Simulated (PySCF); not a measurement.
Species: CH5B3Cl2.
Geometry (PBE0-D3(BJ)/def2-SVP, Å), atoms numbered from 1 in this order:
```xyz
11
CH5B3Cl2 angstrom
B      1.4602   -0.0433   -0.0027
C     -0.0068   -0.2670   -0.4816
B     -0.5823    1.1747   -0.6202
B     -0.7564   -0.9083    0.7323
Cl    -0.7881   -0.2472    2.3542
Cl    -1.6355   -2.4057    0.4616
H      2.3590   -0.5241   -0.6513
H      1.7115    0.6030    0.9824
H     -0.1014   -0.8846   -1.3817
H     -1.0058    1.5260   -1.6958
H     -0.6004    1.9391    0.3110
```

The closed-shell ground state was solved at several levels (PySCF, density fitting, gas phase, non-relativistic).

```json
{"level": "KT2/pcSseg-2", "basis functions": "300", "HOMO (eV)": "-7.80", "LUMO (eV)": "-3.30", "gap (eV)": "4.50", "dipole (D)": "1.02"}
{"level": "PBE0/pcSseg-0", "basis functions": "72", "HOMO (eV)": "-9.30", "LUMO (eV)": "-2.45", "gap (eV)": "6.85", "dipole (D)": "1.57"}
{"level": "BHandHLYP/pcSseg-2", "basis functions": "300", "HOMO (eV)": "-10.33", "LUMO (eV)": "-1.31", "gap (eV)": "9.02", "dipole (D)": "1.23"}
{"level": "B3LYP/cc-pVTZ", "basis functions": "258", "HOMO (eV)": "-8.77", "LUMO (eV)": "-2.48", "gap (eV)": "6.29", "dipole (D)": "1.00"}
{"level": "mPW1PW91/pcSseg-2", "basis functions": "300", "HOMO (eV)": "-9.11", "LUMO (eV)": "-2.31", "gap (eV)": "6.80", "dipole (D)": "1.11"}
{"level": "PBE0/6-311+G(2d,p)", "basis functions": "208", "HOMO (eV)": "-9.07", "LUMO (eV)": "-2.32", "gap (eV)": "6.75", "dipole (D)": "1.08"}
{"level": "PBE0/6-31G", "basis functions": "72", "HOMO (eV)": "-9.12", "LUMO (eV)": "-2.16", "gap (eV)": "6.96", "dipole (D)": "1.55"}
```

(1) Estimate the row for B3LYP/pcSseg-2, a basis of 300 functions; the other rows only guide the guess.

(2) Over all these levels, which gives the widest orbital gap and which the narrowest?

(3) How much does the basis alone move the frontier levels among the 3 PBE0 rows?

(4) In the pcSseg-2 basis, how does the gap go with the fixed share of exact exchange?

(5) How far do the dipole and the HOMO energy spread over the levels?

Answers

(1) HOMO -8.81 eV, LUMO -2.52 eV, gap 6.29 eV, dipole 1.08 D.

(2) BHandHLYP/pcSseg-2 (global hybrid, 50 % exact exchange) has the widest, 9.02 eV, and KT2/pcSseg-2 (GGA) the narrowest, 4.50 eV. The two share the basis. From the narrowest to the widest the HOMO moves by -2.53 eV and the LUMO by +1.99 eV.

(3) The HOMO by 0.23 eV and the LUMO by 0.29 eV. By rising basis size (HOMO, LUMO in eV): pcSseg-0 -9.30, -2.45; 6-31G -9.12, -2.16; 6-311+G(2d,p) -9.07, -2.32.

(4) KT2 (0 %) 4.50 eV; B3LYP (20 %) 6.29 eV; mPW1PW91 (25 %) 6.80 eV; BHandHLYP (50 %) 9.02 eV. Each rise in the share widens the gap here.

(5) The dipole runs from 1.00 to 1.57 D (mean 1.21 D) and the HOMO from -10.33 to -7.80 eV.

One conformer stands for the species.
